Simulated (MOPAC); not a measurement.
A run for MOPAC: PM6 on RhH, 2S+1 = 3, a spin state set in the input, which need not be the lowest, a point of a bond scan (R = 1.597 Å).

```
PM6 1SCF PRECISE CHARGE=0 UHF MS=1 THREADS=1
HRh

Rh     0.00000000 1     0.00000000 1     0.00000000 1
H      0.00000000 1     0.00000000 1     1.59724300 1
```

Output:

```
*******************************************************************************
 **                                                                           **
 **                              MOPAC v23.2.5                                **
 **                                                                           **
 *******************************************************************************
 ** MOPAC's Digital Object Identifier: https://doi.org/10.5281/zenodo.6511958 **
 **                                                                           **
 ** Please cite the open-source release paper for use of this MOPAC version:  **
 ** J. E. Moussa and J. J. P. Stewart (2026)                                  **
 ** MOPAC: An open-source semiempirical molecular orbital program             **
 ** J. Open Source Softw., 11(119), 8025, https://doi.org/10.21105/joss.08025 **
 *******************************************************************************

                              PM6 CALCULATION RESULTS

 *******************************************************************************
 *  PM6        - The PM6 Hamiltonian to be used
 *  UHF        - UNRESTRICTED HARTREE-FOCK CALCULATION
 *
 *
 *
 *                 CHARGE ON SYSTEM = 0
 *
 *
 *
 *  MS=        - IN MECI, MAGNETIC COMPONENT OF SPIN =  1.0
 *  PRECISE    - TIGHTER CRITERIA TO BE USED
 *  1SCF       - DO 1 SCF AND THEN STOP
 *  THREADS=1  - MULTI-THREADING NOT USED
 *  T=         - A TIME OF 172800.0 SECONDS REQUESTED
 *  DUMP=N     - RESTART FILE WRITTEN EVERY 7200.0 SECONDS REQUESTED
 *******************************************************************************
PM6 1SCF PRECISE CHARGE=0 UHF MS=1 THREADS=1
 HRh

   ATOM   CHEMICAL          X               Y               Z
  NUMBER   SYMBOL      (ANGSTROMS)     (ANGSTROMS)     (ANGSTROMS)

     1      Rh          0.00000000  *   0.00000000  *   0.00000000  *
     2       H          0.00000000  *   0.00000000  *   1.59724300  *



          CARTESIAN COORDINATES

    NO.       ATOM           X           Y           Z

     1        Rh          0.0000      0.0000      0.0000
     2         H          0.0000      0.0000      1.5972

 General Reference for PM6:
 "Optimization of Parameters for Semiempirical Methods V: Modification of NDDO Approximations
 and Application to 70 Elements", J. J. P. Stewart, J. Mol. Mod., 13, 1173-1213 (2007)
 URL: https://link.springer.com/article/10.1007/s00894-007-0233-4

           Empirical Formula: H Rh  =     2 atoms



      MOLECULAR POINT GROUP   :   C*v


          UHF CALCULATION, NO. OF ALPHA ELECTRONS =    6
                           NO. OF BETA  ELECTRONS =    4

 -------------------------------------------------------------------------------
 PM6 1SCF PRECISE CHARGE=0 UHF MS=1 THREADS=1
 HRh



     1SCF WAS SPECIFIED, SO BFGS WAS NOT USED
     SCF FIELD WAS ACHIEVED


                              PM6 CALCULATION
                                                       MOPAC v23.2.5 Linux




          FINAL HEAT OF FORMATION =         84.46369 KCAL/MOL =     353.39606 KJ/MOL


          COSMO AREA              =         84.13 SQUARE ANGSTROMS
          COSMO VOLUME            =         72.06 CUBIC ANGSTROMS

          IONIZATION POTENTIAL    =          9.778115 EV
          ALPHA SOMO LUMO (EV)    =         -9.778 -1.558
          BETA  SOMO LUMO (EV)    =         -9.996 -6.525
          NO. OF ALPHA ELECTRONS  =          6
          NO. OF BETA  ELECTRONS  =          4
          MOLECULAR WEIGHT        =        103.9134         POINT GROUP:  C*v

          MOLECULAR DIMENSIONS (Angstroms)

            Atom       Atom       Distance
            H     2   Rh     1     1.59724
            H     2   Rh     1     0.00000
           Rh     1    H     2     0.00000


          SCF CALCULATIONS        =          1





   ATOM   CHEMICAL          X               Y               Z
  NUMBER   SYMBOL      (ANGSTROMS)     (ANGSTROMS)     (ANGSTROMS)

     1      Rh          0.00000000  *   0.00000000  *   0.00000000  *
     2       H          0.00000000  *   0.00000000  *   1.59724300  *

                             CARTESIAN COORDINATES

   1   Rh        0.000000000     0.000000000     0.000000000
   2    H        0.000000000     0.000000000     1.597243000


           Empirical Formula: H Rh  =     2 atoms



      MOLECULAR POINT GROUP   :   C*v


          ALPHA EIGENVALUES
 -13.28079 -10.81974 -10.61082 -10.45278 -10.45278  -9.77812  -1.55799   0.48012
   0.48012   1.47613


           BETA EIGENVALUES
 -12.85334 -10.13824 -10.13824  -9.99612  -6.52529  -6.18753  -1.32184   0.47990
   0.47990   1.61285


              NET ATOMIC CHARGES AND DIPOLE CONTRIBUTIONS

  ATOM NO.   TYPE          CHARGE      No. of ELECS.   s-Pop       p-Pop       d-Pop
    1         Rh          -0.210382        9.2104     0.85387     0.04923     8.30729
    2          H           0.210382        0.7896     0.78962
 DIPOLE           X         Y         Z       TOTAL
 POINT-CHG.     0.000     0.000     1.614     1.614
 HYBRID         0.000     0.000    -0.697     0.697
 SUM            0.000     0.000     0.917     0.917


          ATOMIC ORBITAL ELECTRON POPULATIONS

     Atom    s        px        py        pz      x^2-y^2     xz        z^2       yz        xy
    1 Rh   0.85387   0.00006   0.00006   0.04910   2.00000   1.99994   1.30742   1.99994   1.00000
    2  H   0.78962


                    (SZ)    =    1.000000
                    (S**2)  =    2.004198


          ATOMIC ORBITAL SPIN POPULATIONS

    Atom   Total    s     px     py     pz   x^2-y^2  xz     z^2    yz     xy
         Atomic
    1 Rh  2.0032  0.483 -0.000 -0.000 -0.000  0.000  0.000  0.520  0.000  1.000
    2  H -0.0032 -0.003

 **********************
 *                    *
 * JOB ENDED NORMALLY *
 *                    *
 **********************




 == MOPAC DONE ==
```

The run finished.

Cost: around 0.03 core-seconds (rough).
